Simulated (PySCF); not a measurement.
# Reading the logs of faulty runs: BCClH3O cation

These are calculations, not measurements. The program is PySCF 2.14.0, an open-source quantum chemistry code, run on an isolated molecule that a program drew, which may never have been made. The molecule is BCClH3O cation (charge +1, singlet), drawn as the SMILES string `CO[B+]Cl`.

Each row is a Hartree-Fock (HF) and frozen-core CCSD(T) single point in the cc-pV(D+d)Z basis, meant for a local HF minimum. Run 1 is clean. Each other run has one planted mistake out of seven kinds, and not every kind appears here: one electron removed, one electron added, multiplicity raised by two, geometry at a saddle point, minimal basis STO-3G, one bond length entered in bohr, all coordinates scaled. The reference is restricted for singlets and unrestricted otherwise, and also for a bond in bohr. Adding or removing an electron swaps singlet and doublet. Electrons count all cores. HOMO and LUMO are orbital energies over both spins, the gradient is its largest component, and the lowest frequency (negative if imaginary) is given only where the gradient is small. Bond lengths are over the 6 bonds as drawn. T1 is the CCSD diagnostic: over 0.02 (restricted) or 0.045 (unrestricted) a single reference is doubtful.

Geometry of the clean run:
```xyz
7
BCClH3O cation, angstrom
C    -1.4587    0.4582   -0.6348
O    -1.0577   -0.0087    0.7161
B    -0.7309   -0.3897    1.8194
Cl   -0.2879   -0.9063    3.3148
H    -1.4487   -0.4248   -1.2599
H    -0.7144    1.1899   -0.9198
H    -2.4467    0.8817   -0.5121
```

| run | electrons | basis functions | <S^2> | HOMO (eV) | LUMO (eV) | gradient (hartree/bohr) | lowest frequency (cm^-1) | mean bond (Å) | longest bond (Å) | T1 | HF (hartree) | CCSD(T) (hartree) | mistake |
|---|---|---|---|---|---|---|---|---|---|---|---|---|---|
| 1 | 38 | 80 | 0.000 | -19.43 | -1.77 | 1.4e-05 | 52 | 1.2642 | 1.643 | 0.0146 | -598.47063 | -599.04175 | no fault |
| 2 | 37 | 80 | 0.788 | -25.15 | -16.77 | 1.0e-01 | - | 1.2642 | 1.643 | 0.0461 | -597.80583 | -598.36457 | one electron removed |
| 3 | 38 | 80 | 0.000 | -19.06 | -2.54 | 9.0e-02 | - | 1.3641 | 1.773 | 0.0182 | -598.42964 | -599.01527 | all coordinates scaled |
| 4 | 38 | 80 | 0.714 | -17.65 | -2.94 | 2.3e-02 | - | 1.4247 | 2.045 | 0.0592 | -598.33271 | -598.90422 | one bond length entered in bohr |
| 5 | 38 | 27 | 0.000 | -18.45 | 0.55 | 6.3e-02 | - | 1.2642 | 1.643 | 0.0174 | -591.79949 | -591.99703 | ? |
| 6 | 39 | 80 | 0.763 | -3.64 | 4.24 | 1.7e-01 | - | 1.2642 | 1.643 | 0.0146 | -598.56827 | -599.14644 | ? |

**Which mistake was planted in run 5, and what did it cost?**

It has 27 basis functions where the clean run has 80, with the same electrons and geometry. So the mistake is: minimal basis STO-3G. Subtracting run 1 and multiplying by 627.51 kcal/mol a hartree, the energy moved by 4186.2 kcal/mol in HF and 4420.6 kcal/mol in CCSD(T).

**Which mistake was planted in run 6, and what did it cost?**

It counts 39 electrons, one more than the clean run, at the same geometry and basis. So the mistake is: one electron added. Subtracting run 1 and multiplying by 627.51 kcal/mol a hartree, the energy moved by -61.3 kcal/mol in HF and -65.7 kcal/mol in CCSD(T).

Cautions from the logs. Run 2: T1 is over the limit, so its CCSD(T) energy is less reliable; run 4: T1 is over the limit, so its CCSD(T) energy is less reliable.
